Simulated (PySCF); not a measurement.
Effect of structural changes

Level of theory: GIAO HF/pcSseg-1 magnetisability, rotational g tensor and spin-rotation constants, non-relativistic, gas phase in PySCF. Geometry: GFN2-xTB.

Each molecule in one low-energy conformer. The parent is [H]/N=C/C(=C)[SiH3].

**Question.** How does the isotropic susceptibility change along this series?
- [H]/N=C/C(=C)[SiH3] (base)
- C=C([SiH3])/C=N\C(C)C (H on N replaced by iPr)
- C=C([SiH3])/C=N\CC (H on N replaced by C2H5)
- C=C/N=C/C(=C)[SiH3] (H on N replaced by vinyl)
- C=C([SiH3])/C=N/C=O (H on N replaced by CHO)

**Answer.** 
| molecule | χ, cgs (10⁻⁶ cm³/mol) | magnetisability anisotropy (10⁻³⁰ J/T²) |
| --- | --- | --- |
| [H]/N=C/C(=C)[SiH3] | -47.6 | 363 |
| C=C([SiH3])/C=N\C(C)C | -82.7 | 223 |
| C=C([SiH3])/C=N\CC | -69.6 | 258 |
| C=C/N=C/C(=C)[SiH3] | -63.2 | 486 |
| C=C([SiH3])/C=N/C=O | -55.5 | 297 |

The isotropic susceptibility is lowest for C=C([SiH3])/C=N\C(C)C and highest for [H]/N=C/C(=C)[SiH3].
